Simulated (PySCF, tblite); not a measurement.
Isomers of C4H7ClO2Si, one GFN2-xTB conformer each. Single-point energies are computed at PBE0/pcSseg-1 (PySCF, gas phase, no added dispersion term), electronic only.

Question: Rank them by PBE0/pcSseg-1 energy, lowest first (kcal/mol).
A. `[O:1]=[C:2]=[C:3]([Cl:4])[CH2:5][CH2:6][O:7][SiH3:8]` with C2–C3–C5–C6 29°, C3–C5–C6–O7 -49°, C5–C6–O7–Si8 180°
B. `[CH2:1]=[C:2]([Cl:3])[O:4]/[CH:5]=[CH:6]/[O:7][SiH3:8]` with C1–C2–O4–C5 164°, C2–O4–C5–C6 171°, C5–C6–O7–Si8 0°
C. `[O:1]=[CH:2][CH2:3][C:4](=[O:5])[SiH2:6][CH2:7][Cl:8]` with O1–C2–C3–C4 -33°, C2–C3–C4–O5 -134°, C3–C4–Si6–C7 149°, C4–Si6–C7–Cl8 -69°

Answer: C (0.0), A (1.3), B (16.5).

As drawn, the lowest has a C=O bond and an Si–C bond, which the highest lacks; the highest has an Si–O bond and a C=C bond outside aromatic rings, which the lowest lacks. Neighbours under 2.5 kcal/mol apart (O=CCC(=O)[SiH2]CCl and O=C=C(Cl)CCO[SiH3]) can change places with a better method, another conformer or zero-point energy. GFN2-xTB itself gives, in the same order: 43.3, 0.0, 3.1. GFN2-xTB puts O=C=C(Cl)CCO[SiH3] lowest instead; measured from each level's own lowest isomer, the values differ by up to 43.3 kcal/mol (O=CCC(=O)[SiH2]CCl: 43.3 against 0.0).

Which frontier levels, dipoles and rotational constants go with these structures?

```tsv
SMILES	HOMO (eV, PBE0/pcSseg-1)	LUMO (eV)	dipole (D)	A, B, C (MHz)
O=CCC(=O)[SiH2]CCl	-7.12	-1.75	3.30	2530, 841.8, 747.4
O=C=C(Cl)CCO[SiH3]	-6.45	-1.59	3.18	3074, 747.1, 614.9
C=C(Cl)O/C=C/O[SiH3]	-6.26	0.07	0.84	3142, 601.9, 514.0
```

What happens when harmonic zero-point energies from GFN2-xTB frequencies are added?

```csv
SMILES,ZPE (kcal/mol),electronic (kcal/mol),with ZPE (kcal/mol)
O=CCC(=O)[SiH2]CCl,62.1,0.0,0.0
O=C=C(Cl)CCO[SiH3],61.5,1.3,0.7
C=C(Cl)O/C=C/O[SiH3],60.4,16.5,14.8
```

The zero-point energies span 1.7 kcal/mol. The order is unchanged.

As an exercise, what shares would exp(−E/RT) give at 1000 K from these electronic energies alone (no entropy, no degeneracies)?

RT = 1.987 kcal/mol: O=CCC(=O)[SiH2]CCl 65.3 %, O=C=C(Cl)CCO[SiH3] 34.7 %, C=C(Cl)O/C=C/O[SiH3] under 0.1 %.
